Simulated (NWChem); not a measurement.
Program: NWChem. System: H₂GeO₂, charge 0, spin multiplicity 1, at a geometry optimised with PBE/def2-SVP. The structure started from a generated list of species. Level: PBE0/def2-QZVP.

The NWChem input:

```
start mol
memory heap 200 mb stack 900 mb global 1100 mb
geometry units angstroms nocenter noautoz
  Ge     0.000000     0.000000     0.428624
  O     -1.318463     0.000000    -0.811343
  H     -2.188313     0.000000    -0.367232
  O      1.318463     0.000000    -0.811343
  H      2.188313     0.000000    -0.367232
  symmetry group C2v
end
basis spherical
  * library def2-qzvp
end
dft
  xc pbe0
  semidirect memsize 60000000 filesize 0
  iterations 100
end
task dft energy
```

NWChem printed:

```
             Northwest Computational Chemistry Package (NWChem) 7.3.0
             --------------------------------------------------------

                                NWChem Input Module
                                -------------------

 Scaling coordinates for geometry "geometry" by  1.889725989
 (inverse scale =  0.529177249)

 Turning off AUTOSYM since
 SYMMETRY directive was detected!

                             Geometry "geometry" -> ""
                             -------------------------

 Output coordinates in angstroms (scale by  1.889725989 to convert to a.u.)

  No.       Tag          Charge          X              Y              Z
 ---- ---------------- ---------- -------------- -------------- --------------
    1 Ge                  32.0000     0.00000000     0.00000000     0.42862400
    2 O                    8.0000    -1.31846300     0.00000000    -0.81134300
    3 H                    1.0000    -2.18831300     0.00000000    -0.36723200
    4 O                    8.0000     1.31846300     0.00000000    -0.81134300
    5 H                    1.0000     2.18831300     0.00000000    -0.36723200

 Effective nuclear repulsion energy (a.u.)     188.2686159275

            Nuclear Dipole moment (a.u.)
            ----------------------------
        X                 Y               Z
 ---------------- ---------------- ----------------
    -0.0000000000     0.0000000000     0.0000302356

      Symmetry information
      --------------------

 Group name             C2v
 Group number             16
 Group order               4
 No. of unique centers     3

      Symmetry unique atoms

     1    2    3


 Summary of "ao basis" -> "" (spherical)
 ------------------------------------------------------------------------------
       Tag                 Description            Shells   Functions and Types
 ---------------- ------------------------------  ------  ---------------------
 *                         def2-qzvp                  on all atoms

                                 NWChem DFT Module
                                 -----------------

 Summary of "ao basis" -> "ao basis" (spherical)
 ------------------------------------------------------------------------------
       Tag                 Description            Shells   Functions and Types
 ---------------- ------------------------------  ------  ---------------------
 Ge                        def2-qzvp                25       75   11s7p4d2f1g
 O                         def2-qzvp                17       57   7s4p3d2f1g
 H                         def2-qzvp                10       30   4s3p2d1f

 Summary of "ao basis" -> "ao basis" (spherical)
 ------------------------------------------------------------------------------
       Tag                 Description            Shells   Functions and Types
 ---------------- ------------------------------  ------  ---------------------
 Ge                        def2-qzvp                25       75   11s7p4d2f1g
 O                         def2-qzvp                17       57   7s4p3d2f1g
 H                         def2-qzvp                10       30   4s3p2d1f

      Symmetry analysis of basis
      --------------------------

        a1         90
        a2         38
        b1         74
        b2         47

            General Information
            -------------------
          SCF calculation type: DFT
          Wavefunction type:  closed shell.
          No. of atoms     :     5
          No. of electrons :    50
[...]
 d= 0,ls=0.0,diis     5  -2228.4077865642 -2.19D-03  8.25D-05  4.65D-03    48.0
  Resetting Diis
 d= 0,ls=0.0,diis     6  -2228.4078984259 -1.12D-04  3.00D-05  1.82D-04    53.0
 d= 0,ls=0.0,diis     7  -2228.4079126570 -1.42D-05  7.05D-06  3.99D-06    57.9
 d= 0,ls=0.0,diis     8  -2228.4079123798  2.77D-07  3.77D-06  8.20D-06    62.8

         Total DFT energy =    -2228.407912379753
      One electron energy =    -3479.454302990973
           Coulomb energy =     1159.345444783858
    Exchange-Corr. energy =      -96.567670100118
 Nuclear repulsion energy =      188.268615927481

 Numeric. integr. density =       49.999998186040

     Total iterative time =     57.2s

                  Occupations of the irreducible representations
                  ----------------------------------------------

                     irrep           alpha         beta
                     --------     --------     --------
                     a1               12.0         12.0
                     a2                2.0          2.0
                     b1                7.0          7.0
                     b2                4.0          4.0

                       DFT Final Molecular Orbital Analysis
                       ------------------------------------

 Vector   23  Occ=2.000000D+00  E=-3.614165D-01  Symmetry=b2
              MO Center=  6.9D-14, -5.7D-15, -6.4D-01, r^2= 2.5D+00
   Bfn.  Coefficient  Atom+Function         Bfn.  Coefficient  Atom+Function
  ----- ------------  ---------------      ----- ------------  ---------------
    84      0.223151  2 O  py               171      0.223151  4 O  py
    87      0.208016  2 O  py               174      0.208016  4 O  py
    90      0.204768  2 O  py               177      0.204768  4 O  py
    28      0.155659  1 Ge py                25      0.104471  1 Ge py
    93      0.104264  2 O  py               180      0.104264  4 O  py

 Vector   24  Occ=2.000000D+00  E=-3.282243D-01  Symmetry=a2
              MO Center= -7.4D-14,  4.5D-15, -7.6D-01, r^2= 2.5D+00
   Bfn.  Coefficient  Atom+Function         Bfn.  Coefficient  Atom+Function
  ----- ------------  ---------------      ----- ------------  ---------------
    84      0.247335  2 O  py               171     -0.247335  4 O  py
    87      0.232715  2 O  py               174     -0.232715  4 O  py
    90      0.221651  2 O  py               177     -0.221651  4 O  py
    93      0.132988  2 O  py               180     -0.132988  4 O  py
    33      0.054854  1 Ge d -2              48     -0.043308  1 Ge d -2

 Vector   25  Occ=2.000000D+00  E=-2.746469D-01  Symmetry=a1
              MO Center=  2.4D-14, -3.3D-15,  2.8D-01, r^2= 3.0D+00
   Bfn.  Coefficient  Atom+Function         Bfn.  Coefficient  Atom+Function
  ----- ------------  ---------------      ----- ------------  ---------------
    10      0.418408  1 Ge s                 11      0.354491  1 Ge s
    29      0.211656  1 Ge pz                26      0.178109  1 Ge pz
    85     -0.166840  2 O  pz               172     -0.166840  4 O  pz
     7     -0.158619  1 Ge s                 91     -0.159030  2 O  pz
   178     -0.159030  4 O  pz                88     -0.156232  2 O  pz

 Vector   26  Occ=0.000000D+00  E=-6.522837D-02  Symmetry=b2
              MO Center= -9.2D-15,  5.9D-15,  4.9D-01, r^2= 3.2D+00
   Bfn.  Coefficient  Atom+Function         Bfn.  Coefficient  Atom+Function
  ----- ------------  ---------------      ----- ------------  ---------------
    31      0.507693  1 Ge py                28      0.493236  1 Ge py
    25      0.245288  1 Ge py                19     -0.176561  1 Ge py
    93     -0.162610  2 O  py               180     -0.162610  4 O  py
    84     -0.112867  2 O  py                87     -0.112682  2 O  py
   171     -0.112867  4 O  py               174     -0.112682  4 O  py

 Vector   27  Occ=0.000000D+00  E=-5.288229D-03  Symmetry=b1
              MO Center=  3.8D-13, -4.9D-15,  5.7D-01, r^2= 5.9D+00
   Bfn.  Coefficient  Atom+Function         Bfn.  Coefficient  Atom+Function
  ----- ------------  ---------------      ----- ------------  ---------------
    30      0.716695  1 Ge px               136     -0.297525  3 H  s
   223      0.297525  5 H  s                 82      0.260655  2 O  s
   169     -0.260655  4 O  s                 51     -0.170991  1 Ge d  1
    24      0.167509  1 Ge px                92     -0.137630  2 O  px
   179     -0.137630  4 O  px                18     -0.099225  1 Ge px

 Vector   28  Occ=0.000000D+00  E= 2.623285D-02  Symmetry=a1
              MO Center= -3.1D-13, -1.4D-14, -2.4D-01, r^2= 8.2D+00
   Bfn.  Coefficient  Atom+Function         Bfn.  Coefficient  Atom+Function
  ----- ------------  ---------------      ----- ------------  ---------------
   136      0.942671  3 H  s                223      0.942671  5 H  s
    82     -0.344705  2 O  s                169     -0.344705  4 O  s
    32     -0.279146  1 Ge pz                10     -0.256520  1 Ge s
    11     -0.199363  1 Ge s                135     -0.147261  3 H  s
   222     -0.147261  5 H  s                 92      0.135536  2 O  px

 center of mass
 --------------
 x =  -0.00000000 y =   0.00000000 z =   0.08736712

 moments of inertia (a.u.)
 ------------------
         123.845007552478           0.000000000000          -0.000000000000
           0.000000000000         356.898751175853           0.000000000000
          -0.000000000000           0.000000000000         233.053743623374

     Multipole analysis of the density
     ---------------------------------

     L   x y z        total         alpha         beta         nuclear
     -   - - -        -----         -----         ----         -------
     0   0 0 0     -0.000000    -25.000000    -25.000000     50.000000

     1   1 0 0     -0.000000     -0.000000     -0.000000     -0.000000
     1   0 1 0     -0.000000     -0.000000     -0.000000      0.000000
     1   0 0 1      1.069442      0.534706      0.534706      0.000030

     2   2 0 0    -16.161137    -74.843298    -74.843298    133.525460
     2   1 1 0     -0.000000     -0.000000     -0.000000      0.000000
     2   1 0 1      0.000000      0.000000      0.000000      0.000000
     2   0 2 0    -20.603651    -10.301826    -10.301826      0.000000
     2   0 1 1      0.000000      0.000000      0.000000      0.000000
     2   0 0 2    -25.120437    -42.344950    -42.344950     59.569464

 Task  times  cpu:       63.0s     wall:       63.0s

 Total times  cpu:       63.0s     wall:       63.0s
```
